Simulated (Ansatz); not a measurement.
Reaction (atomization): `[OH][SnH2][Br]` → Br• + 3 H• + O• + Sn•

Gas-phase electronic energies from Ansatz, PBE0-D4/def2-TZVP geometries. CBS: MP2 limit from def2 TZ/QZ plus the TZ coupled-cluster correction, frozen cores. This one scheme is used for every species, atoms too. Functionals use def2-TZVPP. Open shells (•) are unrestricted, without spin–orbit coupling. Spin–orbit coupling would lower the free atoms: a little for O; clearly for Br; strongly for Sn. def2 core potentials past Kr. Bonds to Br, Sn are less sure, by a few kJ/mol each and by 10 to 20 or more in all where they break to atoms, as the def2 sets lack core-valence functions. Scalar relativity is left out up to krypton. Each species was taken in one conformer, which may not be the lowest.

CCSD(T)/CBS gives +17.19 eV.

Problem. Another level gave +16.41 eV. Which?
A. r2SCAN0/def2-TZVPP
B. BHLYP/def2-TZVPP
C. r2SCANh/def2-TZVPP
D. CAM-B3LYP-D4/def2-TZVPP

Solution. A. r2SCAN0 16.41, r2SCANh 16.66, CAM-B3LYP-D4 16.77, BHLYP 15.90 eV.

Largest T1 diagnostic among the species: 0.011.

Leaving LDA and LC-ωPBE aside and taking each functional with its dispersion term where it has one, the values, not all of them listed here, spread over 1.01 eV, from BHLYP-D4 to B97M-V. LDA lies +2.72 eV from PBE without D4, its usual overbinding. From PBE to PBE0 (25 % exact exchange), in def2-TZVPP and without D4, ΔE moves by −0.37 eV: exact exchange takes away binding that semilocal exchange gives to molecules.

For atomizations the MP2-based limit and the directly extrapolated one differ by several kJ/mol either way, and by 10 to 25 for some Ge, Se and Sn compounds, so smaller differences from it don't rank the levels.
